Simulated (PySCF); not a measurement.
Species: C7H7F.
SMILES with atom numbers: `[CH3:1][C:2]#[C:3][C@@:4]1([F:5])[CH:6]=[CH:7][CH2:8]1` (hydrogens: H9, H10, H11 on C1; H12 on C6; H13 on C7; H14, H15 on C8)

Computed geometry: GFN2-xTB, gas phase.

Task: List the bond lengths, angles and torsions at this level.

Result: 
```tsv
bond	length (Å)	order
C1–C2	1.444	single
C2≡C3	1.200	triple
C3–C4	1.445	single
C4–F5	1.388	single
C4–C6	1.516	single
C6=C7	1.329	double
C7–C8	1.505	single
C4–C8	1.561	single
C1–H9, C1–H10, C1–H11	1.090	single
C6–H12	1.073	single
C7–H13	1.074	single
C8–H14	1.089	single
C8–H15	1.088	single
```

Bonds in one row agree within 0.01 Å and their mean is given. Orders are formal, as drawn. A selection of angles:
```tsv
angle	degrees
C2–C1–H9	109.6
H9–C1–H10	109.0
C1–C2–C3	179.1
C2–C3–C4	178.1
C3–C4–F5	109.9
C3–C4–C6	115.9
C3–C4–C8	116.3
F5–C4–C6	114.3
F5–C4–C8	112.8
C6–C4–C8	85.9
C4–C6–C7	93.5
C4–C6–H12	130.7
C7–C6–H12	135.8
C6–C7–C8	95.3
C6–C7–H13	134.0
C8–C7–H13	130.7
C7–C8–H14	116.6
C7–C8–H15	115.2
C4–C8–C7	85.2
C4–C8–H14	115.1
C4–C8–H15	112.8
H14–C8–H15	110.1
```

Dihedral angles: C3–C4–C6–C7 116° (anticlinal); C4–C6–C7–C8 2° (synperiplanar); C6–C7–C8–C4 -2° (synperiplanar); C3–C4–C8–C7 -115° (anticlinal).

The 4-membered ring C4–C6–C7–C8 has internal angles of 85.2° to 95.3° (sum 360°, against 360° for a flat polygon); it is almost planar, 0.01 Å rms from its mean plane, widest ring torsion 2°. The 7 C–C bonds span 1.200 Å (C2≡C3, drawn triple) to 1.561 Å (C4–C8, drawn single), a spread of 0.361 Å.

Not checked by GFN2-xTB frequencies.
